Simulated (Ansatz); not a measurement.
`C[S][Al]([F])[Cl]` + `N=C=O` → `O=C=[N][Al]([F])[Cl]` + CH₃SH at 600 K and 1 bar (ligand exchange at the Al–S bond).

Program: Ansatz. Geometries: PBE0-D4/def2-TZVP. ΔE: electronic, gas phase. CCSD(T)/CBS is the MP2 limit (def2-TZVPP, def2-QZVPP) plus CCSD(T) − MP2 in def2-TZVPP, frozen cores. This one scheme is used for every species. One conformer a species, not always the lowest.

```tsv
species	CCSD(T)/CBS energy (Eh)	H − E (kJ/mol)	S (J/(mol·K))
`C[S][Al]([F])[Cl]`	-1239.41425	172.5	452.7
`N=C=O`	-168.51995	83.3	274.5
`O=C=[N][Al]([F])[Cl]`	-969.71777	99.5	435.3
CH₃SH	-438.22835	152.3	296.8
```

H − E and S are ideal-gas, rigid-rotor, harmonic terms from PBE0-D4/def2-TZVP, for one conformer and one mirror image of each species. 1 Eh = 2625.50 kJ/mol, R = 8.31446 J/(mol·K).

Task: By hand: ΔE, ΔH, ΔS and ΔG.

Result: ΔE = (-969.71777) + (-438.22835) − (-1239.41425) − (-168.51995) = -0.01192 Eh = -31.3 kJ/mol. Δ(H − E) = 99.5 + 152.3 − 172.5 − 83.3 = -4.0, so ΔH = -35.3 kJ/mol. ΔS = 435.3 + 296.8 − 452.7 − 274.5 = 4.9 J/(mol·K). ΔG = -35.3 − 600 × (4.9)/1000 = -38.2 kJ/mol.

Task: By hand: the equilibrium constant, and the temperature at which ΔG would vanish if ΔH and ΔS stayed fixed.

Result: log₁₀ K = −ΔG/(RT ln 10) = 3.3. ΔH and −TΔS have one sign here, so there is no such temperature.

The number of gas molecules stays the same, so ΔS is small and ΔH decides. A doubt of 5 kJ/mol in ΔE shifts log₁₀ K by 0.4 here. Other conformers and mirror images would add mixing entropy, several J/(mol·K) or more a flexible species. Modes under 60 cm⁻¹, often nearly free rotors, make the harmonic entropy too high. These are equilibria of isolated gas molecules and say nothing of rates. Largest T1 diagnostic: 0.018 (customary marks: 0.02 for closed shells, 0.045 for open ones).

ΔS is within the doubt of such terms, so its sign, and with it that verdict, could turn.
